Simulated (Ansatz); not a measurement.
A run for Ansatz (a first-principles code): R-CCSD(T)/aug-cc-pVDZ on GaH3O (SMILES [OH][GaH2]) with ghost functions, monomers drawn apart or pushed together. The run froze 15 orbitals, filled d shells among them.

Ansatz 0.2 input:
```yaml
crystal:
  periodic: [false, false, false]
  atoms:
    - {symbol: O, position_ang: [-0.44824870, -0.98185870, 1.02826451]}
    - {symbol: Ga, position_ang: [0.38575375, -0.38299469, -0.43807130]}
    - {symbol: H, position_ang: [-0.36309947, -0.40264646, 1.80230784]}
    - {symbol: H, position_ang: [0.24030760, -1.32181315, -1.67653740]}
    - {symbol: H, position_ang: [1.16036568, 0.97718944, -0.36172285]}
basis:
  gaussian:
    orbitals: aug-cc-pVDZ
    ghost_atoms:
      - {symbol: O, position_ang: [-0.28817542, 0.54655742, 3.26865118]}
      - {symbol: H, position_ang: [0.08551774, -0.00879928, 3.96183677]}
      - {symbol: H, position_ang: [-1.19293506, 0.73204194, 3.54357008]}
magnetization: {spin_polarized: false}
correlation: {method: ccsd_t, electrons: outside_noble_gas}
scf: {lower_state_search: off}
```

The log:

```
WARN ansatz: RAYON_NUM_THREADS=1 ignored (pool sized by the plan → 1); use --threads N
Functional definition: HF
these checks for a lower state are left out or cut short: stability, starts, cluster_reference, orbital_swaps, neighbouring_geometries, increment
integrals: 0.25 GiB planned
1175 factors; integrals over basis functions are off by at most 8.3e-4 eV
mean field: 0.39 GiB planned
mean field evaluation 1: about -54415.5008 eV, gradient 4.0e1 eV
mean field evaluation 2: about -54415.5077 eV, gradient 4.0e1 eV
mean field evaluation 4: about -54418.6926 eV, gradient 2.2e0 eV
mean field evaluation 8: about -54418.7146 eV, gradient 3.9e-4 eV
mean field -54418.71462216 eV, -1999.8508760347 hartree, gradient 1.0e-6 eV, S^2 0.000000; 0 other end points of the search recorded, 0 dependent functions left out
15 core orbitals not correlated, not the lowest: weight in the atoms' cores, before any rotation towards them, 0.783 or more for the frozen orbitals, at most 0.222 for the correlated occupied ones
reference -54418.71462216 eV, -1999.8508760347 hartree; 6, 6 occupied and 106, 106 virtual orbitals, 1175 factors
second order -7.73941613 eV of doubles, -0.00000000 eV of singles
coupled cluster: 0.64 GiB planned
cycle   1  -7.92510971 eV  change   -1.9e-1 eV  update   8.4e-2
cycle   2  -8.16861862 eV  change   -2.4e-1 eV  update   2.6e-2
cycle   3  -8.25132942 eV  change   -8.3e-2 eV  update   1.6e-2
cycle   4  -8.24748903 eV  change    3.8e-3 eV  update   4.1e-3
cycle   5  -8.24613358 eV  change    1.4e-3 eV  update   2.1e-3
cycle   6  -8.24699753 eV  change   -8.6e-4 eV  update   6.5e-4
cycle   7  -8.24684794 eV  change    1.5e-4 eV  update   2.5e-4
cycle   8  -8.24673774 eV  change    1.1e-4 eV  update   7.9e-5
cycle   9  -8.24674552 eV  change   -7.8e-6 eV  update   2.7e-5
cycle  10  -8.24675479 eV  change   -9.3e-6 eV  update   9.5e-6
perturbative correction -0.21985374 eV, -0.0080794760 hartree
Total energy: -54427.18123070 eV, -2000.1620181596 hartree
Checks for a lower state left out: stability, starts, cluster_reference, orbital_swaps, neighbouring_geometries, increment
```

The run converged.

Cost: about 8 core-seconds (a rough figure).
